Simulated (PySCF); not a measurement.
Coordinates in bohr (charge 0 multiplicity 2):
```
Ta    0.0000    0.0000   -0.2946
O     2.5861    0.0000    1.6720
O    -2.5861    0.0000    1.6720
```

All numbers come from PySCF, UPBE0, basis Ta def2-TZVP with ECP60, O def2-TZVP (scalar-relativistic core potentials, no spin–orbit coupling, density fitting).

This geometry of TaO₂ is a stationary point at this level.

(1) What is the point group?

(2) Is it a minimum?

(3) List the harmonic modes with their infrared intensities.

(4) What are the dipole moment and the gap between the highest occupied and lowest empty levels of either spin?

## Answers

(1) C2v.

(2) Yes: all harmonic wavenumbers are real.

(3) 
```json
{"symmetry": "a1", "ω (cm⁻¹)": "345", "IR (km/mol)": "5.2"}
{"symmetry": "b2", "ω (cm⁻¹)": "959", "IR (km/mol)": "205"}
{"symmetry": "a1", "ω (cm⁻¹)": "1027", "IR (km/mol)": "72.1"}
```

(4) 5.53 D and 3.20 eV.

Only a few start shapes were tried, so a lower isomer may exist. Open d and f shells are described by one determinant, and the ground state may have another occupation or spin. Spin–orbit coupling, left out here, can matter for elements this heavy.
